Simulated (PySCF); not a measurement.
# Working out the electron affinity of Pb

Pb- [Xe] 4f14 5d10 6s2 6p3 (4S) → Pb [Xe] 4f14 5d10 6s2 6p2 (3P). All numbers are calculated (PySCF 2.14, scalar relativity through the core potential, in def2-TZVPPD with the def2 core potential (60 electrons)). Frozen: nothing. Energies in hartree (1 hartree = 27.21139 eV):

```
             part  Pb- (lower)   Pb (upper)
              UHF  -191.865507  -191.835545
MP2 opposite-spin    -0.277305    -0.272847
    MP2 same-spin    -0.167021    -0.156476
```

**Question.** What does Hartree-Fock give?

**Answer.** (-191.835545) − (-191.865507) = 0.029962 hartree = 0.815 eV.

**Question.** What do MP2 and SCS-MP2 (6/5 opposite-spin, 1/3 same-spin) give?

**Answer.** The opposite-spin parts differ by 0.121 eV and the same-spin parts by 0.287 eV. MP2: 0.815 + (0.121) + (0.287) = 1.223 eV. SCS-MP2: 0.815 + 1.2 × (0.121) + (0.287)/3 = 1.056 eV.

Reference: 0.357 eV (measured; photodetachment measurements, as compiled on the Wikipedia data page of electron affinities), between the lowest levels; spin-orbit coupling is absent from the calculation.

What remains against the reference includes basis incompleteness and correlation beyond second order.
